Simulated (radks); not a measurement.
The numbers below are computed, except where a source is named.
Task: The argon ion Ar7+ is in [Ne] 3s1. Code: a radial shooting solver on a logarithmic mesh with Libxc functionals. Model: Dirac Kohn-Sham, BLYP, spin-unpolarised, spherical densities, finite nucleus; Fermi nuclear charge, rms radius of each element as measured or else 0.836 A^(1/3) + 0.57 fm. Sub-shells are occupied by j as written (lower j first in brackets). One electron is removed from 2p3/2, 3s1/2, 2s1/2, 2p1/2 in turn, with full relaxation. Which removal costs least, and what does each cost?

Result: 3s1/2 143.98 eV; 2p3/2 396.57 eV; 2p1/2 399.02 eV; 2s1/2 460.68 eV. The 3s1/2 electron leaves first.
